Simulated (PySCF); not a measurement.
Ionising CsNa

PBE0; basis Cs def2-SVPD with ECP46, Na def2-SVPD; scalar-relativistic core potentials; PySCF 2.14. Neutral (UKS): singlet (closed shell), Re = 3.934 Å, ωe = 95.4 cm⁻¹, De = 0.57 eV, HOMO -2.98 eV, LUMO -1.22 eV.

CsNa⁺ (UKS): doublet (σ ↑), Re = 4.555 Å, ωe = 62.8 cm⁻¹, De = 0.39 eV to Cs⁺ + Na. The energies at the minima are -182.27663 hartree for CsNa and -182.12683 for CsNa⁺.

Q: Work out the adiabatic ionisation energy, without and with harmonic zero-point energies (1 hartree = 27.2114 eV, 1 eV = 8065.5 cm⁻¹), and the change of the bond length.

A: At PBE0: 0.14980 hartree = 4.076 eV between the minima; the zero-point term (62.8 − 95.4)/2 cm⁻¹ = -0.002 eV makes it 4.074 eV. Re changes by +62.1 pm against the neutral. Minus the HOMO energy is 2.98 eV, -1.10 eV from the value between the minima; self-interaction puts the Kohn–Sham level too high, less so with exact exchange. The electron leaves a σ orbital, and the ion is left as a loose complex of an ion and an atom.

CsNa⁻ (UKS): doublet (σ ↑), Re = 4.392 Å, ωe = 62.5 cm⁻¹, De = 0.71 eV to Cs + Na⁻. The energies at the minima are -182.27663 hartree for CsNa and -182.29608 for CsNa⁻.

Q: Work out the adiabatic electron affinity, without and with harmonic zero-point energies (1 hartree = 27.2114 eV, 1 eV = 8065.5 cm⁻¹), and the change of the bond length.

A: At PBE0: 0.01945 hartree = 0.529 eV between the minima; the zero-point term (95.4 − 62.5)/2 cm⁻¹ = +0.002 eV makes it 0.531 eV. Re changes by +45.8 pm against the neutral. The electron enters a σ orbital; the charge polarises the partner, so the anion is bound more strongly.

Closed-shell solutions of metal pairs were not tested for spin polarisation, which can lower them a little. Weak bonds: CsNa⁺. Basis-set superposition, not corrected here, can be much of De in a small basis, most of all at correlated wavefunction levels. Spin–orbit coupling is left out. For an ion De counts to the pair picked by the measured ionisation energies or electron affinities, which need not be the lowest pair at this level. The highest Kohn–Sham level is positive in this anion. Much of that is self-interaction error, but it also means that the finite basis helps to hold the extra electron. States were picked by a PBE0 search and need not be the measured ground states.
